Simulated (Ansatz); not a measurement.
`[OH][Mg][Br]`. Total charge 0; spin multiplicity 1. All single points use the PBE0-D4/def2-TZVP geometry. It is one conformer, not always the lowest.

```xyz
4

O     0.099    1.220   -0.069
Mg    0.005   -0.526    0.012
Br   -0.062   -2.850    0.099
H    -0.043    2.155   -0.043
```

Question: What is the dipole moment at r2SCAN/def2-TZVPP? (Estimate.)

Answer: Ansatz gave: 1.99 D, with components (-0.28, 1.97, 0.05) D in this frame, pointing from negative to positive charge.

Question: And with PBE, B3LYP, ωB97M-V? (Estimate.)

Answer: Computed: PBE 1.84 D, B3LYP 1.92 D, ωB97M-V 2.01 D.

Question: Give the Mulliken charges with r2SCAN, ωB97M-V, B3LYP in def2-TZVPP. (An estimate is asked.)

Answer: Computed: 
```csv
atom,r2SCAN,ωB97M-V,B3LYP
O1,-0.70,-0.63,-0.66
Mg2,0.96,0.89,0.93
Br3,-0.46,-0.42,-0.44
H4,0.19,0.16,0.17
```

B3LYP here is the variant with VWN-RPA as its local correlation; programs differ in this.
